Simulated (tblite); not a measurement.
Isomers of CH15NOSi5. Computed values, GFN2-xTB/tblite, gas phase, harmonic and unscaled. Against measured fundamentals such values can be off by several per cent, at times by over 20. Modes of hydrogen on silicon can be 10 to 20 % off. One conformer each.

Electronic energies: GFN2-xTB at the same geometries; isomer energies are rough at this level and their order can be wrong.

```
                                 SMILES  electronic energy, lowest = 0 (kcal/mol)
O[Si@@]([SiH3])(C[SiH3])N([SiH3])[SiH3]                                       0.0
    CN[Si@H]([SiH3])[SiH2][SiH2][SiH2]O                                      59.0
    CN[SiH2][Si]([SiH3])([SiH3])[SiH2]O                                      59.2
    CN[SiH2][Si]([SiH3])([SiH3])O[SiH3]                                       7.9
    CO[SiH2][Si]([SiH3])([SiH3])[SiH2]N                                      62.5
  O[SiH2][Si@H]([SiH3])N([SiH3])C[SiH3]                                      23.9
```

How do GFN2-xTB zero-point energies change the relative energies?

| SMILES | ZPE (kcal/mol) | of it from modes above 1550 cm⁻¹ | electronic (kcal/mol) | with ZPE, lowest = 0 (kcal/mol) | lowest mode (cm⁻¹) | rings |
| --- | --- | --- | --- | --- | --- | --- |
| O[Si@@]([SiH3])(C[SiH3])N([SiH3])[SiH3] | 89.6 | 51.9 | 0.0 | 0.0 | 26 | 0 |
| CN[SiH2][Si]([SiH3])([SiH3])O[SiH3] | 91.3 | 52.2 | 7.9 | 9.6 | 20 | 0 |
| O[SiH2][Si@H]([SiH3])N([SiH3])C[SiH3] | 89.8 | 51.5 | 23.9 | 24.2 | 11 | 0 |
| CN[Si@H]([SiH3])[SiH2][SiH2][SiH2]O | 92.7 | 53.6 | 59.0 | 62.1 | 4 | 0 |
| CN[SiH2][Si]([SiH3])([SiH3])[SiH2]O | 92.7 | 54.1 | 59.2 | 62.3 | 16 | 0 |
| CO[SiH2][Si]([SiH3])([SiH3])[SiH2]N | 92.5 | 53.9 | 62.5 | 65.4 | 7i | 0 |

The zero-point energies span 3.1 kcal/mol, from `O[Si@@]([SiH3])(C[SiH3])N([SiH3])[SiH3]` to `CN[Si@H]([SiH3])[SiH2][SiH2][SiH2]O`. Slightly imaginary modes are left out of the zero-point energy: `CO[SiH2][Si]([SiH3])([SiH3])[SiH2]N` 6.8i cm⁻¹. The order is unchanged.
